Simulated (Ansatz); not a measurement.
Consider the substitution at a C–C bond: `CCCCc1ccccc1` + `CCS` → `CCCSCC` + `Cc1ccccc1`.

Computed with Ansatz on PBE0-D4/def2-TZVP structures; ΔE is electronic, products minus reactants. CCSD(T)/CBS adds triple-zeta CCSD(T) − MP2 to the extrapolated MP2 energy (def2 sets, frozen cores). Functionals use def2-TZVPP. One conformer a species, not always the lowest.

(1) Is it downhill or uphill in electronic energy at CCSD(T)/CBS, and by how much? (Estimate.)

(2) What do these levels give: r2SCAN-D4, ωB97M-V, r2SCAN, PBE0, SCS-MP2/def2-QZVPP, CCSD/CBS(def2)? (Estimate.)

Largest T1 diagnostic among the species: 0.010.

Results:

(1) Computed: Nearly level: ΔE = +1.3 kJ/mol.

(2) Ansatz gave: r2SCAN-D4 -2.1, ωB97M-V 0.7, r2SCAN -2.6, PBE0 -1.1, SCS-MP2/def2-QZVPP 1.7, CCSD/CBS(def2) 2.7 kJ/mol.
